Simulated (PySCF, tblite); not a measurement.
CH9NO4Si3.
SMILES with atom numbers: `[CH3:1][NH:2][Si@@H:3]1[O:4][SiH2:5][O:6][Si@H:7]([OH:8])[O:9]1` (hydrogens: H10, H11, H12 on C1; H13 on N2; H14 on Si3; H15, H16 on Si5; H17 on Si7; H18 on O8)

Geometry (GFN2-xTB, Å), atoms numbered from 1 in this order:
```
atom  x, y, z in Å
C1     2.7486    1.0909   -0.3445
N2     1.7200    0.2498   -0.9115
Si3    0.7104   -0.7117    0.0789
O4    -0.2939   -1.4913   -0.9347
Si5   -1.9128   -1.5540   -0.9050
O6    -2.4766   -0.5606    0.2463
Si7   -1.7136    0.3660    1.3421
O8    -2.2417    1.8866    1.2901
O9    -0.1177    0.2979    1.0438
H10    3.0226    1.8753   -1.0518
H11    3.6498    0.5277   -0.0796
H12    2.3537    1.5477    0.5590
H13    2.0105   -0.1620   -1.7857
H14    1.2903   -1.7270    0.9543
H15   -2.3740   -1.0249   -2.1792
H16   -2.2820   -2.9067   -0.5205
H17   -1.9915   -0.1314    2.6683
H18   -2.1108    2.4338    0.5181
```

Theory: PBE0/pcSseg-1 in PySCF (dipole) on a GFN2-xTB geometry, gas phase.

Masses are those of the commonest isotopes; rigid-rotor values at the optimised geometry. The values belong to one conformer with, in the numbering `[CH3:1][NH:2][Si@@H:3]1[O:4][SiH2:5][O:6][Si@H:7]([OH:8])[O:9]1`, C1–N2–Si3–O4 180°, O6–Si7–O8–H -64°.

Give the principal moments of inertia and the rotational constants in MHz.

Ia = 354.11, Ib = 579.35, Ic = 836.68 u·Å²; 505379 MHz·u·Å²/I gives A = 1427, B = 872.3, C = 604.0 MHz.

Classify the top.

An asymmetric top; Ray's κ = -0.348.

Is it planar, by Δ = Ic − Ia − Ib?

Not planar: Δ = Ic − Ia − Ib = -96.78 u·Å². For a rigid frame Δ = −2 Σ m c², so Σ m c² = 48.39 u·Å² lies off the ab plane: 15.30 from hydrogen and 33.09 from heavier atoms. The atom farthest from that plane is 1.96 Å away.

Give the other two planar moments, Paa and Pbb, and the rms extents of the mass along the axes.

Paa = Σ m a² = (Ib + Ic − Ia)/2 = 530.96 and Pbb = Σ m b² = (Ia + Ic − Ib)/2 = 305.72 u·Å². With the mass M = 182.98 u, the rms extents √(P/M) along a, b and c are 1.70, 1.29, 0.51 Å.

Where do the levels up to J = 5 lie, in MHz?

Above 0(0,0):
J = 1: 1(0,1) 1476, 1(1,1) 2031, 1(1,0) 2299
J = 2: 2(0,2) 4353, 2(1,2) 4716, 2(1,1) 5520, 2(2,1) 7185, 2(2,0) 7261
J = 3: 3(0,3) 8510, 3(1,3) 8700, 3(1,2) 10295, 3(2,2) 11614, 3(2,1) 11962, 3(3,1) 15102, 3(3,0) 15116
J = 4: 4(0,4) 13866, 4(1,4) 13949, 4(1,3) 16538, 4(2,3) 17459, 4(2,2) 18354, 4(3,2) 21126, 4(3,1) 21221, 4(4,1) 25848, 4(4,0) 25850
J = 5: 5(0,5) 20405, 5(1,5) 20438, 5(1,4) 24122, 5(2,4) 24673, 5(2,3) 26393, 5(3,3) 28657, 5(3,2) 28997, 5(4,2) 33398, 5(4,1) 33417, 5(5,1) 39444, 5(5,0) 39445

Predict some low-J microwave lines.

The dipole components are |μa| = 2.14 D, |μb| = 0.65 D, |μc| = 1.18 D. The squared components, which scale the intensities, stand as 1.00 : 0.09 : 0.30 (a : b : c). Some lines, for components of 0.1 D or more:

| type | branch | J(Ka,Kc) | MHz | lower level (cm⁻¹) |
| --- | --- | --- | --- | --- |
| c | Q | 1(1,1) ← 1(0,1) | 555 | 0.049 |
| a | Q | 2(1,1) ← 2(1,2) | 805 | 0.157 |
| c | Q | 4(2,3) ← 4(1,3) | 921 | 0.552 |
| b | Q | 2(1,1) ← 2(0,2) | 1168 | 0.145 |
| a | Q | 5(2,3) ← 5(2,4) | 1721 | 0.823 |
| b | Q | 3(1,2) ← 3(0,3) | 1785 | 0.284 |
| b | R | 4(2,2) ← 3(3,1) | 3252 | 0.504 |
| b | Q | 3(3,1) ← 3(2,2) | 3487 | 0.387 |
| b | Q | 4(3,2) ← 4(2,3) | 3667 | 0.582 |
| a | Q | 5(1,4) ← 5(1,5) | 3684 | 0.682 |
| b | Q | 5(1,4) ← 5(0,5) | 3716 | 0.681 |
| b | Q | 5(3,3) ← 5(2,4) | 3984 | 0.823 |
| c | R | 3(2,1) ← 2(1,1) | 6441 | 0.184 |
| b | R | 4(2,2) ← 3(1,3) | 9654 | 0.290 |
| c | R | 4(4,0) ← 3(3,0) | 10734 | 0.504 |
| b | R | 5(2,3) ← 4(1,4) | 12444 | 0.465 |

Its GFN2-xTB frequencies are all real (lowest 41 cm⁻¹). These are rigid-rotor constants of the computed structure; measured ground-state constants (B0) also hold zero-point vibration. A rigid rotor knows nothing of inversion at nitrogen or internal rotation, which can split or shift real lines. Quadrupole hyperfine structure (14N) is left out.
